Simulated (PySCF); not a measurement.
Species: C2H7FOSi.
Numbering: `[CH3:1][CH2:2][O:3][SiH2:4][F:5]` (hydrogens: H6, H7, H8 on C1; H9, H10 on C2; H11, H12 on Si4)

The same species was optimised twice, with GFN2-xTB and with PBE0-D3(BJ)/def2-SVP (PySCF), and the same property calculations (PySCF, gas phase) were run on both structures.

| coordinate | GFN2-xTB | PBE0-D3(BJ)/def2-SVP | change |
| --- | --- | --- | --- |
| O3–Si4 (Å) | 1.604 | 1.643 | +0.039 |
| Si4–H12 (Å) | 1.443 | 1.480 | +0.037 |
| Si4–H11 (Å) | 1.455 | 1.489 | +0.034 |
| C1–H7 (Å) | 1.086 | 1.100 | +0.014 |
| C1–H8 (Å) | 1.087 | 1.100 | +0.013 |
| C1–H6 (Å) | 1.087 | 1.100 | +0.013 |
| C1–C2 (Å) | 1.521 | 1.509 | -0.012 |
| C2–H10 (Å) | 1.096 | 1.107 | +0.011 |
| Si4–F5 (Å) | 1.612 | 1.623 | +0.011 |
| C2–H9 (Å) | 1.096 | 1.105 | +0.009 |
| C2–O3 (Å) | 1.404 | 1.413 | +0.009 |
| C2–O3–Si4 (°) | 133.1 | 125.7 | -7.4 |
| H11–Si4–H12 (°) | 119.7 | 114.0 | -5.7 |
| O3–Si4–H12 (°) | 101.4 | 106.9 | +5.5 |
| F5–Si4–H11 (°) | 102.7 | 106.3 | +3.6 |
| O3–Si4–H11 (°) | 114.4 | 110.8 | -3.6 |
| H9–C2–H10 (°) | 108.2 | 107.0 | -1.2 |
| C2–C1–H7 (°) | 109.8 | 110.7 | +0.9 |
| H6–C1–H7 (°) | 109.2 | 108.5 | -0.7 |
| C1–C2–O3–Si4 (°) | 172 | 167 | -5 |
| C2–O3–Si4–F5 (°) | 61 | 69 | +8 |

Rotational constants: A = 11640, B = 1842, C = 1701 MHz (GFN2-xTB) against A = 11436, B = 1836, C = 1697 MHz (PBE0-D3(BJ)/def2-SVP). Point groups within 0.08 Å: C1 and C1.

On the GFN2-xTB structure: lowest singlet, TDDFT (eV) 8.00 [CAM-B3LYP/def2-SVPD]; isotropic polarisability (au) 53.6 [CAM-B3LYP/def2-SVPD]; HOMO (eV) -10.08 [CAM-B3LYP/def2-SVPD]; LUMO (eV) 1.22 [CAM-B3LYP/def2-SVPD]; dipole (D) 1.87 [CAM-B3LYP/def2-SVPD].

Problem. What do these properties become on the PBE0-D3(BJ)/def2-SVP structure?

Solution. 
```
                                    property                level  on GFN2-xTB  on PBE0-D3(BJ)/def2-SVP  change
                  lowest singlet, TDDFT (eV)  CAM-B3LYP/def2-SVPD         8.00                     8.05   +0.05
               isotropic polarisability (au)  CAM-B3LYP/def2-SVPD         53.6                     54.9    +1.3
                                   HOMO (eV)  CAM-B3LYP/def2-SVPD       -10.08                   -10.07   +0.01
                                   LUMO (eV)  CAM-B3LYP/def2-SVPD         1.22                     1.24   +0.02
                                  dipole (D)  CAM-B3LYP/def2-SVPD         1.87                     1.76   -0.11
energy, GFN2-xTB geometry as zero (kcal/mol)  CAM-B3LYP/def2-SVPD          0.0                     -2.5    -2.5
```

The heavy atoms differ by 0.056 Å rms after alignment. Among all bonds O3–Si4 changes most (+0.039 Å). Changes are differences of the printed values. Neither structure is proved a minimum here.

The values belong to the conformer `[CH3:1][CH2:2][O:3][SiH2:4][F:5]`: C1–C2–O3–Si4 167°, C2–O3–Si4–F5 69°.
